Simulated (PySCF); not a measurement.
CH8ClO2Si3: g tensor and hyperfine couplings

Compound: CH8ClO2Si3 (doublet state).
Geometry (GFN2-xTB, Å), atoms numbered from 1 in this order:
```
atom  x, y, z in Å
C1     0.981   -1.946   -0.360
Si2    0.067   -0.804    0.835
O3    -1.320   -0.333    0.146
Si4   -2.326    0.865   -0.284
O5     0.970    0.516    1.148
Si6    1.535    1.973    0.734
Cl7    1.786    2.093   -1.268
H8     0.373   -2.807   -0.619
H9     1.236   -1.432   -1.284
H10    1.903   -2.312    0.081
H11   -0.235   -1.326    2.158
H12   -3.278    0.185   -1.158
H13   -2.941    1.392    0.934
H14   -1.570    1.912   -0.972
H15    2.815    2.033    1.424
```

The hyperfine couplings belong to this conformer and change with its torsions.

The species is `C[Si@H](O[SiH3])O[SiH]Cl` [radical].

Theory: UKS B3LYP, pcH-1 on C Cl H O Si, non-relativistic, mean-field spin-orbit, GIAO in PySCF 2.14.0. Isolated species at its GFN2-xTB geometry (one conformer only). GFN2-xTB frequencies show an imaginary mode (21i cm⁻¹), so this geometry is no minimum at that level. Couplings are sensitive to structure, and on GFN2-xTB geometries they can be far from those on DFT ones, by a factor of two or more for some ions and for spin on atoms past the first row. Stability of the SCF solution: not tested.

```
g1, g2, g3                      : 2.00068, 2.00202, 2.00706
g_iso                           : 2.00325
Form of g                       : rhombic: the two nearest values differ by 21 % of g3 − g1
⟨S²⟩                            : 0.7514 (exact 0.7500)
α and β electrons               : 45, 44
HOMO–LUMO gap, α and β orbitals : 5.97, 5.26 eV
Basis functions                 : 295
```

Hyperfine couplings atom by atom, in MHz; T1 to T3 are the principal values of the dipolar part:

| atom | isotope | a_iso | of which spin–orbit | T1 | T2 | T3 | Mulliken spin population |
| --- | --- | --- | --- | --- | --- | --- | --- |
| C1 | 13C | 3.0 | 0.0 | -0.5 | -0.4 | 0.9 | 0.00 |
| Si2 | 29Si | 2.1 | 0.0 | -1.5 | 0.6 | 0.9 | 0.00 |
| O3 | 17O | -0.5 | 0.0 | -0.2 | 0.0 | 0.2 | 0.00 |
| Si4 | 29Si | -1.8 | 0.0 | -0.4 | 0.2 | 0.2 | 0.00 |
| O5 | 17O | -30.7 | -0.2 | -28.1 | 13.5 | 14.6 | 0.05 |
| Si6 | 29Si | -799.3 | 0.8 | -140.3 | 68.9 | 71.4 | 0.78 |
| Cl7 | 35Cl | 28.7 | 0.3 | -20.5 | -19.6 | 40.1 | 0.07 |
| H8 | 1H | 1.9 | 0.0 | -0.6 | -0.5 | 1.1 | 0.00 |
| H9 | 1H | -0.2 | 0.0 | -1.1 | -0.5 | 1.6 | 0.00 |
| H10 | 1H | -0.1 | 0.0 | -0.8 | -0.6 | 1.5 | 0.00 |
| H11 | 1H | -0.7 | 0.0 | -1.3 | -1.1 | 2.4 | 0.00 |
| H12 | 1H | 1.9 | 0.0 | -0.5 | -0.5 | 1.0 | 0.00 |
| H13 | 1H | 0.3 | 0.0 | -1.0 | -0.9 | 1.9 | 0.00 |
| H14 | 1H | 1.5 | 0.0 | -1.9 | -1.8 | 3.7 | 0.00 |
| H15 | 1H | 198.0 | 0.0 | -6.3 | -0.8 | 7.1 | 0.09 |

The Mulliken spin populations are largest on Si6 (+0.78), H15 (+0.09) and Cl7 (+0.07). Si6 is the only atom above +0.15. The angles at Si6 add up to 324.4°, so it is pyramidal.

Axes: g3 points within 14° of the O5–Si6 bond.

Under fast tumbling the dipolar parts average out, and these isotropic splittings remain: 1 × 1H (H15, I = 1/2, 2 lines) with 7.06 mT, 1 × 35Cl (Cl7, I = 3/2, 4 lines) with 1.02 mT and 3 × 1H (H12/H13/H14, I = 1/2, 4 lines) with 0.04 mT.

Nuclei that the bonding pattern makes equivalent are averaged, as if the motion that swaps them (rotation, inversion, ring flip) were fast.

Main isotope only: 35Cl (natural samples also hold 24 % 37Cl, magnetic too, which adds its own pattern).

The 17O coupling of O5 (-30.7 MHz) shows only in satellite lines or after enrichment, since that isotope makes up about 0.038 % of natural oxygen.

The 29Si coupling of Si6 (-799.3 MHz) shows only in satellite lines or after enrichment, since that isotope makes up about 4.7 % of natural silicon.

β density exceeds α density at some nuclei, such as Si2 (-0.0024), spin density in bohr⁻³. In a single determinant that takes different orbitals for the two spins, that is spin polarisation.
